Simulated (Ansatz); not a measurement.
`CC[BH][SnH3]` + `B[SeH]` → `[SeH][SnH3]` + `BBCC`  (redistribution)

Isolated molecules relaxed with PBE0-D4/def2-TZVP in Ansatz; ΔE leaves out vibrations. CBS: MP2 limit from def2 TZ/QZ plus the TZ coupled-cluster correction, frozen cores. Functionals use def2-TZVPP. B3LYP here is the variant with VWN-RPA as its local correlation; programs differ in this. Elements past krypton have def2 core potentials. For Se, Sn outer-core shells are correlated without core-valence functions, which leaves a few kJ/mol of doubt a bond. Scalar relativity is left out up to krypton. One conformer a species, not always the lowest.

(1) Is it downhill or uphill in electronic energy at CCSD(T)/CBS, and by how much? (Estimate.)

(2) What do these levels give: r2SCAN-D4, B3LYP-D4, ωB97X-V, ωB97M-V, B2PLYP, PBE0, CCSD/def2-TZVPP, CCSD(T)/def2-TZVPP, HF/def2-QZVPP, MP2/def2-QZVPP, MP2/CBS(def2), CCSD/CBS(def2)? (Estimate.)

Largest T1 diagnostic among the species: 0.013.

Results:

(1) The calculation gave: Uphill: ΔE = +19.1 kJ/mol.

(2) The calculation gave: r2SCAN-D4 12.6, B3LYP-D4 9.3, ωB97X-V 10.3, ωB97M-V 12.8, B2PLYP 15.3, PBE0 13.3, CCSD/def2-TZVPP 22.2, CCSD(T)/def2-TZVPP 26.6, HF/def2-QZVPP -6.1, MP2/def2-QZVPP 23.6, MP2/CBS(def2) 21.0, CCSD/CBS(def2) 14.7 kJ/mol.

In def2-TZVPP, CCSD(T) changes the Hartree–Fock value by +31.1 kJ/mol (the triples alone add +4.5 kJ/mol) and MP2 by +33.0 kJ/mol. From PBE to PBE0 (25 % exact exchange), in def2-TZVPP and without D4, ΔE moves by −3.0 kJ/mol.
